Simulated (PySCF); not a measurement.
CH7FSi2 (SMILES C[SiH2][SiH2]F), singlet, at the geometry of the source list. Base run: B3LYP/6-31G (PySCF).

The PySCF input:
```python
from pyscf import gto, scf, dft, solvent

mol = gto.Mole()
mol.atom = '''
    Si    1.67230000   -0.28990000    0.63100000
    F     2.29410000   -0.89890000   -0.73070000
    Si   -0.28170000    0.82820000    0.12810000
    C    -1.56440000   -0.32200000   -0.68060000
    H     1.54780000   -1.48600000    1.46410000
    H     2.77940000    0.51690000    1.13610000
    H    -0.87690000    1.36140000    1.36470000
    H    -0.07850000    1.97650000   -0.76790000
    H    -1.80200000   -1.16410000   -0.03370000
    H    -1.19830000   -0.72610000   -1.62150000
    H    -2.49180000    0.20400000   -0.88970000
'''
mol.basis = '6-31g'
mol.verbose = 3
mol.build()

mf = dft.RKS(mol)
mf.xc = 'b3lyp'
mf.kernel()
mf.analyze()
```

Base: dipole (D) 2.29; HOMO-LUMO gap (eV) 7.74.

A changed run: ΔE vs base (kcal/mol) -4.49; dipole (D) 2.73; HOMO-LUMO gap (eV) 7.77.

Question: Name the change that produced these shifts.
A) model = IEF-PCM; solvent = 2-propanol; vdw_scale = 1.1
B) model = C-PCM; solvent = 2-propanol
C) model = IEF-PCM; solvent = methanol
D) model = IEF-PCM; solvent = 2-propanol; vdw_scale = 1.4
E) model = IEF-PCM; solvent = 2-propanol; r_probe = 0.5

Answer: A, model = IEF-PCM; solvent = 2-propanol; vdw_scale = 1.1

The base is the gas phase, so ΔE is the electrostatic part of solvation at a fixed geometry, without cavity and dispersion terms.
